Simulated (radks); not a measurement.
Problem. The mean radii <r> (bohr) of the occupied orbitals of an atom or ion are listed with their occupations. Method: Dirac Kohn-Sham, PW91, spin-unpolarised, spherical densities, point nucleus; computed with a radial shooting solver on a logarithmic mesh with Libxc functionals.

| orbital | occ. | <r> |
|---|---|---|
| 1s1/2 | 2 | 0.02111 |
| 2s1/2 | 2 | 0.08896 |
| 2p1/2 | 2 | 0.07414 |
| 2p3/2 | 4 | 0.08114 |
| 3s1/2 | 2 | 0.2283 |
| 3p1/2 | 2 | 0.2174 |
| 3p3/2 | 4 | 0.2295 |
| 3d3/2 | 4 | 0.2012 |
| 3d5/2 | 5 | 0.2050 |

Name the element and its charge. Open shells, if any, fill j = l - 1/2 first.

Solution. Z = 66, dysprosium, charge +39: Dy39+ in [Ar] 3d9. The 1s radius gives Z: for a bare nucleus <r> = (2 gamma + 1)/(2Z) with gamma = sqrt(1 - (Z/c)^2), 0.02085 bohr for Z = 66, and screening makes it slightly larger (0.02111 here). The occupations add up to 27, and the charge is Z minus that.
